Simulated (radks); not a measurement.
Results of a calculation; reference values are marked as such.
Problem. Ionisation of Zn, [Ar] 3d10 4s2, to Zn+, [Ar] 3d10 4s1, under several functionals. Scalar-relativistic Kohn-Sham, spin-unpolarised, spherical densities, finite nucleus; a radial shooting solver on a logarithmic mesh with Libxc functionals. Known Delta-SCF values: LDA (Slater exchange, VWN5 correlation) 10.184 eV; exchange-only r2SCAN 9.151 eV. What does BLYP give, and what is its highest occupied eigenvalue?

Solution. 9.940 eV by Delta-SCF; the 4s eigenvalue is -5.962 eV. NIST: 9.394 eV (measured).

Beside tabulated values, note that spin-unpolarised runs miss the spin-polarisation part of the exchange energy of open shells.
